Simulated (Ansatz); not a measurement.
Start from `F[SiH]1[S][SnH2]1` and change one element to get `F[SiH]1[O][SnH2]1`.

Ansatz, PBE0-D4/def2-TZVP geometries, multiplicity 1. 

Elements past krypton have def2 core potentials.

```tsv
property	`F[SiH]1[S][SnH2]1`
HOMO energy (B3LYP/def2-TZVPP) / eV	-6.91
size of the dipole moment (B3LYP/def2-TZVPP) / D	2.30
HOMO–LUMO gap (ωB97M-V/def2-TZVPP) / eV	9.11
HOMO–LUMO gap (PBE0/def2-TZVPP) / eV	5.55
LUMO energy (B3LYP/def2-TZVPP) / eV	-1.77
HOMO–LUMO gap (PBE/def2-TZVPP) / eV	3.88
```

(1) Give the same properties after the change, and the shifts. (Estimate.)

## Answers

(1) Ansatz gave: 
| property | `F[SiH]1[O][SnH2]1` | shift |
| --- | --- | --- |
| HOMO energy (B3LYP/def2-TZVPP) / eV | -6.87 | 0.04 |
| size of the dipole moment (B3LYP/def2-TZVPP) / D | 2.37 | 0.07 |
| HOMO–LUMO gap (ωB97M-V/def2-TZVPP) / eV | 8.82 | -0.29 |
| HOMO–LUMO gap (PBE0/def2-TZVPP) / eV | 5.12 | -0.43 |
| LUMO energy (B3LYP/def2-TZVPP) / eV | -2.15 | -0.38 |
| HOMO–LUMO gap (PBE/def2-TZVPP) / eV | 3.38 | -0.50 |

With PBE0 the HOMO rises by 0.06 eV and the LUMO falls by 0.37 eV, so the gap narrows by about 0.43 eV. PBE moves the HOMO by 0.13 eV and ωB97M-V by -0.03 eV. Dipoles are sizes alone; their direction can turn.

B3LYP here is the variant with VWN-RPA as its local correlation; programs differ in this.
